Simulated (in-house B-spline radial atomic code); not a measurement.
**The praseodymium ion Pr⁶⁺: [Kr] (4d3/2)3 (4d5/2)6 5s2 5p6 (with a hole in an inner shell)**

All numbers are computed (Dirac-Hartree-Fock, average of the jj configuration; Fermi nucleus of rms radius 4.8919 fm) with a radial B-spline atomic code at the basis-set limit, not measured.

Z_r = [3n² - l(l+1)]/(2<r>); Z_e = n√(-2ε); the last column is Slater's effective charge. Values are occupation-weighted means over j. An effective charge above Z reflects the relativistic contraction of the inner shells.

| shell | electrons | ε (eV) | <r> (bohr) | Z_r | Z_e | Slater |
| --- | --- | --- | --- | --- | --- | --- |
| 1s | 2 | -42335 | 0.02409 | 62.27 | 55.78 | 58.70 |
| 2s | 2 | -7011.6 | 0.1025 | 58.55 | 45.40 | 54.85 |
| 2p | 6 | -6292.5 | 0.09033 | 55.35 | 43.01 | 54.85 |
| 3s | 2 | -1646.8 | 0.2708 | 49.86 | 33.01 | 47.75 |
| 3p | 6 | -1412.1 | 0.2689 | 46.49 | 30.56 | 47.75 |
| 3d | 10 | -1074.9 | 0.2468 | 42.54 | 26.67 | 37.85 |
| 4s | 2 | -428.74 | 0.613 | 39.15 | 22.45 | 31.25 |
| 4p | 6 | -347 | 0.6449 | 35.66 | 20.20 | 31.25 |
| 4d | 9 | -225.94 | 0.7007 | 29.97 | 16.30 | 20.20 |
| 5s | 2 | -127.27 | 1.36 | 27.58 | 15.29 | 14.10 |
| 5p | 6 | -100.45 | 1.493 | 24.45 | 13.59 | 14.10 |

The least bound orbital is 5p3/2 at -99.01 eV, and it is also the most diffuse (<r> = 1.509 bohr). The part-filled 4d shell lies below the filled 5p shell in orbital energy.

For the 1s electron the small component carries 4.78 % of the norm, the zero-frequency Breit interaction raises the level by 115.9 eV, self-energy by 67.89 eV, and vacuum polarisation lowers it by 10.27 eV.

The density falls to 0.001 bohr⁻³ at 3.025 bohr; Σ<r²> = 29.287 bohr² gives, by the non-relativistic formula and without the paramagnetism of open shells, a Langevin diamagnetic susceptibility of -23.19×10⁻⁶ cm³/mol.
